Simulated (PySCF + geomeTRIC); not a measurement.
These are PySCF + geomeTRIC with M06-2X/def2-TZVP values and carry that method's errors. fastk is a local helper that only speeds up exchange builds. No frequencies were computed at this level.

```python
import json, numpy as np
from pyscf import gto, dft
from fastk import lowrank_exchange
atoms = """
C      1.788719    -0.511601     0.126217
C      0.713134    -0.043490    -0.111500
C     -0.635477     0.456806    -0.327832
O     -1.508446     0.178022     0.747250
H      2.748758    -0.894464     0.306769
H     -0.613356     1.547389    -0.420129
H     -1.025797     0.030952    -1.267520
H     -1.467535    -0.763613     0.946746
"""
def scf(charge, spin, dm0=None):
    mol = gto.M(atom=atoms, basis='def2-tzvp', ecp={}, charge=charge, spin=spin, verbose=3, max_memory=5040)
    mf = dft.KS(mol, xc='m062x').density_fit(auxbasis="def2-universal-jkfit")
    mf.grids.level = 4
    mf.conv_tol = 1e-8
    mf.max_cycle = 60
    mf.kernel(dm0)
    if not mf.converged:
        mf = mf.newton().run(mf.mo_coeff, mf.mo_occ).undo_soscf()
    return mf
mf = scf(0, 0)
from pyscf.geomopt.geometric_solver import kernel as optimize
path = []
done, mol = optimize(mf, maxsteps=80, assert_convergence=False, callback=lambda env: path.append((env["energy"], bool(env["g_scanner"].converged))))
res = dict(converged=bool(done and path[-1][1]), energy=path[-1][0], path=[e for e, c in path], xyz=mol.atom_coords(unit="Angstrom").tolist(), nao=mol.nao)
json.dump(res, open("result.json", "w"))
```

Output:

```
converged SCF energy = -191.858984625779
Geometry optimization cycle 1
converged SCF energy = -191.858984625737
cycle 1: E = -191.858984626  dE = -191.859  norm(grad) = 0.0212845
Geometry optimization cycle 2
converged SCF energy = -191.859388548337
cycle 2: E = -191.859388548  dE = -0.000403923  norm(grad) = 0.00383876
Geometry optimization cycle 3
converged SCF energy = -191.859419538537
cycle 3: E = -191.859419539  dE = -3.09902e-05  norm(grad) = 0.00230284
Geometry optimization cycle 4
converged SCF energy = -191.859449477213
cycle 4: E = -191.859449477  dE = -2.99387e-05  norm(grad) = 0.00159232
Geometry optimization cycle 5
converged SCF energy = -191.859452176772
cycle 5: E = -191.859452177  dE = -2.69956e-06  norm(grad) = 0.00072563
Geometry optimization cycle 6
converged SCF energy = -191.859452695137
cycle 6: E = -191.859452695  dE = -5.18365e-07  norm(grad) = 0.000153063
<class 'geometric.internal.Distance'> : 7
<class 'geometric.internal.Angle'> : 7
<class 'geometric.internal.LinearAngle'> : 4
<class 'geometric.internal.Dihedral'> : 3
<class 'geometric.internal.TranslationX'> : 1
<class 'geometric.internal.TranslationY'> : 1
<class 'geometric.internal.TranslationZ'> : 1
<class 'geometric.internal.RotationA'> : 1
<class 'geometric.internal.RotationB'> : 1
<class 'geometric.internal.RotationC'> : 1
Step    0 : Gradient = 7.525e-03/1.186e-02 (rms/max) Energy = -191.8589846257
Step    1 : Displace = 1.172e-02/2.075e-02 (rms/max) Trust = 1.000e-01 (=) Grad = 1.357e-03/2.415e-03 (rms/max) E (change) = -191.8593885483 (-4.039e-04) Quality = 1.027
Step    2 : Displace = 3.031e-03/5.550e-03 (rms/max) Trust = 1.414e-01 (+) Grad = 8.142e-04/1.513e-03 (rms/max) E (change) = -191.8594195385 (-3.099e-05) Quality = 1.583
Step    3 : Displace = 7.607e-03/1.153e-02 (rms/max) Trust = 2.000e-01 (+) Grad = 5.630e-04/1.270e-03 (rms/max) E (change) = -191.8594494772 (-2.994e-05) Quality = 1.118
Step    4 : Displace = 2.055e-03/2.819e-03 (rms/max) Trust = 2.828e-01 (+) Grad = 2.565e-04/5.973e-04 (rms/max) E (change) = -191.8594521768 (-2.700e-06) Quality = 1.265
Step    5 : Displace = 6.133e-04/9.116e-04 (rms/max) Trust = 3.000e-01 (+) Grad = 5.412e-05/1.014e-04 (rms/max) E (change) = -191.8594526951 (-5.184e-07) Quality = 1.104
Converged! =D
```

Cost: around 2.7 core-minutes (rough).
